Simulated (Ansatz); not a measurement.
Cost and result for the atomization energy of CH4NOSb, SMILES `C=[N][SbH][OH]` (8 atoms, 7 bonds).

```xyz
8

C     0.5116    1.3665    0.3062
N    -0.4831    0.8676    0.8942
Sb   -1.3060   -0.8782    0.2026
O     0.1270   -1.4037   -1.0528
H     0.9297    2.3111    0.6760
H     1.0177    0.9189   -0.5605
H    -0.5994   -1.7574    1.4905
H    -0.1976   -1.4249   -1.9562
```

Charge 0, multiplicity 1. Correlated methods include outer-core shells of Sb, which these sets cover unevenly. Sb: def2 effective core potential. Geometry: relaxed with PBE0-D4/def2-TZVP. It is one conformer, not always the lowest. Program: Ansatz. All runs use 2 threads of an Arm Neoverse V2 on a shared host. Times are those of one run each, without the atoms' runs, and a repeat can differ threefold. Electronic energies, without spin–orbit coupling; frozen cores. CCSD(T)/CBS adds CCSD(T) − MP2 in def2-TZVPP to the MP2 limit, and its time is that of the two runs behind it. T1 = 0.015. With those shells the extrapolation isn't a true limit. B3LYP takes the VWN-RPA correlation (the form of Gaussian; ORCA's B3LYP/G). HSE06 is the plane-wave form, built on full-range PBE exchange.

CCSD(T)/CBS is a level of theory with its own doubt, some kJ/mol a heavy atom from the limit and from the frozen cores, so smaller differences don't rank the functionals.

| level | functions | wall time |
| --- | --- | --- |
| revPBE-D4/def2-TZVPP | 199 | 1.9 s |
| HSE06-D4/def2-TZVPP | 199 | 3 s |
| CAM-B3LYP-D4/def2-TZVPP | 199 | 3.1 s |
| B3LYP-D4/def2-TZVPP (with forces) | 199 | 4.2 s |
| r2SCAN-D4/def2-TZVPP (with forces) | 199 | 4.5 s |
| r2SCANh-D4/def2-TZVPP | 199 | 4.5 s |
| CCSD(T)/def2-SVP | 88 | 4.9 s |
| B2PLYP/def2-TZVPP | 199 | 6 s |
| B97M-V/def2-TZVPP | 199 | 11 s |
| ωB97M-V/def2-TZVPP (with forces) | 199 | 11 s |
| MP2/def2-QZVPP | 373 | 17 s |
| CCSD(T)/def2-TZVPP | 199 | 120 s |
| CCSD(T)/CBS(def2) | – | 2.2 min |

Q: What atomization energy does each give, and how far from CCSD(T)/CBS? (Best estimate.)

A: Ansatz gave: 
```
                             level  atomization (kJ/mol)  difference from CCSD(T)/CBS  per bond
              revPBE-D4/def2-TZVPP                2695.4                          4.8       0.7
               HSE06-D4/def2-TZVPP                2666.5                        -24.1      -3.4
           CAM-B3LYP-D4/def2-TZVPP                2700.7                         10.1       1.4
 B3LYP-D4/def2-TZVPP (with forces)                2703.1                         12.5       1.8
r2SCAN-D4/def2-TZVPP (with forces)                2668.0                        -22.6      -3.2
             r2SCANh-D4/def2-TZVPP                2631.0                        -59.6      -8.5
                  CCSD(T)/def2-SVP                2419.1                       -271.5     -38.8
                 B2PLYP/def2-TZVPP                2654.5                        -36.1      -5.2
                 B97M-V/def2-TZVPP                2702.6                         12.0       1.7
  ωB97M-V/def2-TZVPP (with forces)                2683.2                         -7.4      -1.1
                    MP2/def2-QZVPP                2686.8                         -3.8      -0.5
                CCSD(T)/def2-TZVPP                2582.9                       -107.7     -15.4
                 CCSD(T)/CBS(def2)                2690.6                          0.0       0.0
```

From PBE to PBE0 (25 % exact exchange), in def2-TZVPP and without D4, the atomization energy moves by −112.5 kJ/mol: exact exchange takes away binding that semilocal exchange gives to molecules. At CCSD(T), def2-SVP lies −271.5 kJ/mol from the extrapolated value and def2-TZVPP −107.6 kJ/mol: correlation converges slowly with the basis, and small sets miss more of it in the bonded molecule than in its fragments. The D4 term adds +27.5 kJ/mol with B3LYP and +14.2 kJ/mol with PBE0; it sums over pairs of atoms, weighted by their polarisabilities, and B3LYP, whose exchange is more repulsive, gets the larger term.
